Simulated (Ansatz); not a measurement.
Saddle point of CH$_{7}$AlSe, singlet (CH₅Al ([CH3][AlH2]) + H₂Se → AlH₃Se ([AlH2][SeH]) + CH₄; bonds formed: C2–H5; dative contacts that become bonds: Al1–Se6; bonds broken: Al1–C2, H5–Se6), PBE0-D4/def2-TZVP structure:

| atom | x (Å) | y (Å) | z (Å) |
| --- | --- | --- | --- |
| Al1 | -1.0093 | 0.0799 | -0.4641 |
| C2 | 0.2710 | -0.7005 | 0.9674 |
| H3 | -1.1199 | -0.8791 | -1.7187 |
| H4 | -2.1983 | 0.8599 | 0.2316 |
| H5 | 0.6856 | 0.6029 | 0.1155 |
| Se6 | 0.7558 | 1.8873 | -0.9743 |
| H7 | -0.4700 | -1.4766 | 1.2218 |
| H8 | 1.1729 | -1.2342 | 0.6612 |
| H9 | 0.4647 | -0.1591 | 1.8955 |
| H10 | 1.4475 | 1.0194 | -1.9361 |

Energies are electronic, without zero-point energy. Barriers and step energies count from the start structure reached by relaxing down the imaginary mode; all methods use the PBE0-D4 structures, on which another method's saddle can fall below an end. Ansatz 0.2.0; basis: def2-TZVPP, with def2-QZVPP for the basis limit; cores frozen in the correlated methods. Filled d shells of the heavier atoms are correlated. The def2 sets are not built for correlating such inner shells, so the correlated values are less sure here. B3LYP uses VWN-RPA correlation. Extrapolation: Hartree–Fock as exp(−7.88 √X), correlation as X^−2.97.

```json
{"method": "SPW92", "barrier (eV)": "?", "step energy (eV)": "-0.828"}
{"method": "PBE-D4", "barrier (eV)": "0.428", "step energy (eV)": "-0.917"}
{"method": "BLYP-D4", "barrier (eV)": "0.565", "step energy (eV)": "-0.952"}
{"method": "r2SCAN-D4", "barrier (eV)": "0.479", "step energy (eV)": "-0.958"}
{"method": "B97M-V", "barrier (eV)": "0.680", "step energy (eV)": "-0.927"}
{"method": "PBE0-D4", "barrier (eV)": "?", "step energy (eV)": "-0.946"}
{"method": "B3LYP-D4", "barrier (eV)": "0.658", "step energy (eV)": "-0.974"}
{"method": "r2SCAN0-D4", "barrier (eV)": "?", "step energy (eV)": "-0.981"}
{"method": "BHLYP-D4", "barrier (eV)": "0.823", "step energy (eV)": "-1.013"}
{"method": "CAM-B3LYP-D4", "barrier (eV)": "0.741", "step energy (eV)": "-0.955"}
{"method": "wB97X-V", "barrier (eV)": "0.761", "step energy (eV)": "-0.946"}
{"method": "wB97M-V", "barrier (eV)": "0.734", "step energy (eV)": "-0.960"}
{"method": "B2PLYP", "barrier (eV)": "0.697", "step energy (eV)": "-1.004"}
{"method": "PBE-QIDH", "barrier (eV)": "0.654", "step energy (eV)": "-0.979"}
{"method": "RPA on PBE", "barrier (eV)": "0.761", "step energy (eV)": "-0.919"}
{"method": "HF", "barrier (eV)": "1.200", "step energy (eV)": "-1.146"}
{"method": "MP2", "barrier (eV)": "0.658", "step energy (eV)": "-0.990"}
{"method": "CCSD", "barrier (eV)": "0.840", "step energy (eV)": "-0.970"}
{"method": "CCSD(T)", "barrier (eV)": "0.751", "step energy (eV)": "-0.957"}
```

Question: Fill in the withheld barriers. (Judge from chemistry; the value comes from the calculation.)

Answer: The calculation gives: r2SCAN0-D4 0.581; SPW92 0.260; PBE0-D4 0.553 eV. Each is the energy of the saddle less that of the start structure, by the same method.

For comparison, the barrier by CCSD(T) at an estimated basis limit (MP2 extrapolated from triple and quadruple zeta, plus CCSD(T) − MP2 in triple zeta) is 0.704 eV.

No T1 diagnostic of these runs exceeds 0.010.

Exchanges of this kind with a chalcogen hydride build sulfide and selenide films.

Labels in which every atom is bracketed show which atoms are joined, not bond orders.

For scale, one of the runs: CCSD(T)/def2-TZVPP, 219 basis functions, launched by `ansatz run in.yaml --threads 4 --pin off --events-out ev --progress --plain --max-ram 9574MiB`. Hardware: 4 CPU threads of an Arm Neoverse V1, shared host. Wall time 78 s; peak host memory 3.2 GiB.
